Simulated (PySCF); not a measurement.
CH2F3Ga, SMILES F[C](F)(F)[GaH2].

Coordinates come from a PBE0-D3(BJ)/def2-SVP optimisation. The structure was generated by enumeration; whether it is a known compound was not checked.

Calculation: PBE/def2-TZVP in PySCF.

| Quantity | Value |
|---|---|
| total energy | -2263.19781 hartree |
| point group | Cs |
| highest occupied level | -7.16 eV |
| lowest empty level | -3.05 eV |
| orbital gap | 4.11 eV |
| dipole moment | 1.87 D |
| quadrupole, principal values (traceless, Buckingham form, about the centre of nuclear charge) | -2.42, -2.11, 4.53 D·Å |
| mean static polarisability | 43.7 bohr³ (6.47 Å³) |
| polarisability, principal values | 35.0, 45.5, 50.5 bohr³ |
